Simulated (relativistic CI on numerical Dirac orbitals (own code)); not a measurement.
**One change at a time: Sb48+**

Base calculation: Dirac-Coulomb-Breit CI, KLI orbitals optimised for each configuration, model QED, unscaled Slater integrals.

CI space (outside the closed core 1s2): 2s, 2p, 3s, 3p, 3d, 4s, 4p, 4d, 4f, 5s, 5p, 5d, 5f, 5g. Levels of other configurations are missing.

Variants: (1) valence Slater integrals scaled by 0.9; (2) Breit term removed; (3) QED terms removed. Shifts of the energy above 2s 2S_1/2, in eV, for the lowest level and the first level of each name with at least 55 % of one term (blank where a level changes its place among those of its configuration and J or its character, or is not in the variant):

```tsv
Level	Base	Δ(1)	Δ(2)	Δ(3)
2s 2S_1/2	0.00	0.00	0.00	0.00
2p 2P°_1/2	111.00	0.00	-4.80	+5.30
2p 2P°_3/2	401.73	0.00	+0.67	+4.79
3s 2S_1/2	4872.60	0.00	+3.38	+3.80
3p 2P°_1/2	4903.23	0.00	+2.09	+5.37
3p 2P°_3/2	4989.58	0.00	+3.59	+5.22
3d 2D_3/2	4999.49	0.00	+4.61	+5.39
3d 2D_5/2	5025.90	0.00	+4.67	+5.33
4s 2S_1/2	6553.27	0.00	+4.16	+4.72
4p 2P°_1/2	6565.82	0.00	+3.63	+5.37
4p 2P°_3/2	6602.13	0.00	+4.25	+5.31
4d 2D_3/2	6606.28	0.00	+4.65	+5.38
4d 2D_5/2	6617.45	0.00	+4.69	+5.36
4f 2F°_5/2	6617.65	0.00	+4.70	+5.38
4f 2F°_7/2	6623.16	0.00	+4.70	+5.37
5s 2S_1/2	7323.28	0.00	+4.42	+5.04
5p 2P°_1/2	7329.60	0.00	+4.16	+5.37
5p 2P°_3/2	7348.13	0.00	+4.47	+5.34
5d 2D_3/2	7350.25	0.00	+4.67	+5.38
5d 2D_5/2	7355.97	0.00	+4.69	+5.36
5f 2F°_5/2	7356.09	0.00	+4.70	+5.38
5g 2G_7/2	7358.91	0.00	+4.70	+5.38
```

At this charge energies of transitions that change n are usually good to better than 1 %, and those within a shell (Δn = 0) to a few per cent.

Ionisation energy from the two ground configurations alone: base 8668.94 eV; Breit term removed 8673.64 eV; QED terms removed 8674.32 eV. The NIST ASD value (theoretical) is 8669.48 eV.
